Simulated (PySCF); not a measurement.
## Computed vibrations of Bi(CH3)3

Bi(CH3)3 (singlet). PySCF 2.14.0, RKS PBE0, Bi def2-SVP with ECP60, C def2-SVP, H def2-SVP; non-relativistic Hamiltonian with scalar-relativistic core potentials where named; density fitting; no spin-orbit coupling. Central differences of gradients.

```xyz
13

Bi    0.0000    0.0000    0.2270
C     1.9075   -0.0726   -1.0128
H     1.6512   -0.0464   -2.0811
H     2.5408    0.7908   -0.7627
H     2.4546   -0.9990   -0.7862
C    -0.8909    1.6882   -1.0128
H    -0.7854    1.4531   -2.0811
H    -1.9552    1.8050   -0.7627
H    -0.3621    2.6252   -0.7862
C    -1.0166   -1.6156   -1.0128
H    -0.8657   -1.4068   -2.0811
H    -0.5855   -2.5958   -0.7627
H    -2.0925   -1.6262   -0.7862
```

Run from Python with OMP_NUM_THREADS=2. Where DIIS fails, smearing, a level shift and second-order steps follow.
It took 2.9 min on 2 threads of AMD EPYC 7R43 64-Core Processor (Zen 3), on a shared host.

**Question.** What are the harmonic wavenumbers and infrared intensities?

**Answer.** Modes are labelled in C3; negative numbers are unstable modes, those under 60 cm⁻¹ near the noise; a finer grid moves soft modes by up to 10 cm⁻¹.
```
cm⁻¹  km/mol  symmetry
  99     0.0         a
 106     0.0         e
 106     0.0         e
 154     0.2         e
 154     0.2         e
 163     1.1         a
 473    25.1         e
 473    25.1         e
 473     9.4         a
 678     0.0         a
 695     5.0         e
 695     5.0         e
 791    14.3         e
 791    14.3         e
 792    39.4         a
1179     1.9         e
1179     1.9         e
1198     0.0         a
1422     0.0         a
1427     3.1         e
1427     3.1         e
1434     8.6         e
1434     8.6         e
1442     7.9         a
3064     9.8         a
3066    15.2         e
3066    15.2         e
3188     0.0         a
3188     5.6         e
3188     5.6         e
3194     7.3         a
3194     2.5         e
3194     2.5         e
```

**Question.** Is this a minimum?

**Answer.** Yes. Ideal gas at 298.15 K and 1 bar: S = 372.6 J/(mol K), Cp = 122.0 J/(mol K), H − H(0 K) = 24.4 kJ/mol (rigid rotor, harmonic modes, spin degeneracy alone).
